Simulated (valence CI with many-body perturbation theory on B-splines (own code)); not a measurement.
## Energy levels of Os⁵⁴⁺

Calculated by configuration interaction combined with many-body perturbation theory (CI+MBPT): four valence electrons over a frozen Dirac-Fock core [Ar], a basis of 7 s, 7 p, 8 d, 6 f, 4 g, 1 h functions for each j, with the one-electron correlation potential Σ1 (screened to all orders), the two-electron term Σ2, the three-electron term Σ3, Breit, model QED; selected single and double excitations, second order for the rest, scaled by the run's own slope (own B-spline code, finite nucleus).

No measured spectrum was set against this ion. As an estimate, large intervals hold to a few tenths of a per cent, small ones and those within an open d or f shell to about a per cent. The list stops below the first excitations out of the core. Only levels of the ground parity were solved; by the run's estimate the other parity begins above the list, which can be wrong where configurations are misplaced.

Levels 1 to 23 of 23, with energies above the lowest level, (3d3/2^4) J=0. "Leading %" is the weight of the configuration and term that name the level; weights of strongly mixed levels are sums over their largest components and can fall short, so below about 35 % the name and the second component can differ from the true leading terms, or belong to a minority configuration. In the jj column 3d3/2^4 stands for four electrons in 3d with j = 3/2. Lifetimes count E1, E2, E3, M1 and M2 decay at the calculated energies, and are blank where another channel may lead or the interval is too uncertain; long ones can be off by a factor of two.

| No. | Configuration | Term | J | E (cm⁻¹) | Leading % | Lifetime | Second component | Leading jj |
| --- | --- | --- | --- | --- | --- | --- | --- | --- |
| 1 | 3d⁴ | ³P | 0 | 0 | 61 |  | 25 % 3d⁴ ⁵D | 3d3/2^4 (99 %) |
| 2 | 3d⁴ | ⁵D | 1 | 593940 | 56 | 198 ns | 44 % 3d⁴ ³P | 3d3/2^3 3d5/2 (99 %) |
| 3 | 3d⁴ | ³F | 4 | 692330 | 28 |  | 25 % 3d⁴ ¹G | 3d3/2^3 3d5/2 (99 %) |
| 4 | 3d⁴ | ⁵D | 2 | 721280 | 31 | 34.4 μs | 18 % 3d⁴ ³D | 3d3/2^3 3d5/2 (96 %) |
| 5 | 3d⁴ | ³F | 3 | 748900 | 31 |  | 20 % 3d⁴ ³G | 3d3/2^3 3d5/2 (97 %) |
| 6 | 3d⁴ | ⁵D | 0 | 1260000 | 67 | 83.3 ns | 23 % 3d⁴ ¹S | 3d3/2^2 3d5/2^2 (99 %) |
| 7 | 3d⁴ | ⁵D | 2 | 1262800 | 55 | 116 ns | 14 % 3d⁴ ³F | 3d3/2^2 3d5/2^2 (97 %) |
| 8 | 3d⁴ | ³H | 4 | 1283100 | 40 | 195 ns | 34 % 3d⁴ ⁵D | 3d3/2^2 3d5/2^2 (99 %) |
| 9 | 3d⁴ | ⁵D | 3 | 1300600 | 49 | 200 ns | 30 % 3d⁴ ³G | 3d3/2^2 3d5/2^2 (96 %) |
| 10 | 3d⁴ | ³H | 5 | 1329500 | 66 | 404 ns | 34 % 3d⁴ ³G | 3d3/2^2 3d5/2^2 (100 %) |
| 11 | 3d⁴ | ¹I | 6 | 1352500 | 54 |  | 46 % 3d⁴ ³H | 3d3/2^2 3d5/2^2 (100 %) |
| 12 | 3d⁴ | ³D | 1 | 1375600 | 43 | 205 ns | 39 % 3d⁴ ³P | 3d3/2^2 3d5/2^2 (98 %) |
| 13 | 3d⁴ | ³F | 3 | 1399000 | 45 | 298 ns | 22 % 3d⁴ ³D | 3d3/2^2 3d5/2^2 (98 %) |
| 14 | 3d⁴ | ³G | 4 | 1402900 | 53 | 1.05 μs | 40 % 3d⁴ ¹G | 3d3/2^2 3d5/2^2 (99 %) |
| 15 | 3d⁴ | ³F | 2 | 1419900 | 33 | 668 ns | 29 % 3d⁴ ³P | 3d3/2^2 3d5/2^2 (98 %) |
| 16 | 3d⁴ | ³F | 2 | 1526000 | 52 | 166 ns | 28 % 3d⁴ ³P | 3d3/2^2 3d5/2^2 (98 %) |
| 17 | 3d⁴ | ³F | 4 | 1570700 | 65 | 601 ns | 28 % 3d⁴ ¹G | 3d3/2^2 3d5/2^2 (98 %) |
| 18 | 3d⁴ | ¹D | 2 | 1678700 | 45 | 2.75 μs | 30 % 3d⁴ ³P | 3d3/2^2 3d5/2^2 (96 %) |
| 19 | 3d⁴ | ³P | 0 | 1816200 | 53 | 525 ns | 47 % 3d⁴ ¹S | 3d3/2^2 3d5/2^2 (89 %) |
| 20 | 3d⁴ | ⁵D | 4 | 1951100 | 40 | 94.3 ns | 24 % 3d⁴ ³H | 3d3/2 3d5/2^3 (97 %) |
| 21 | 3d⁴ | ³F | 3 | 1963000 | 42 | 84.7 ns | 32 % 3d⁴ ⁵D | 3d3/2 3d5/2^3 (98 %) |
| 22 | 3d⁴ | ³D | 1 | 2006400 | 47 | 68.6 ns | 29 % 3d⁴ ³P | 3d3/2 3d5/2^3 (98 %) |
| 23 | 3d⁴ | ³G | 5 | 2012400 | 66 | 170 ns | 34 % 3d⁴ ³H | 3d3/2 3d5/2^3 (100 %) |

The ionisation energy to 3d³ ⁴F3/2 of the next ion comes out as 5281.4 eV (NIST: 5280 ± 5 eV (theoretical)). All 23 levels together are meant to be complete up to 2012700 cm⁻¹.
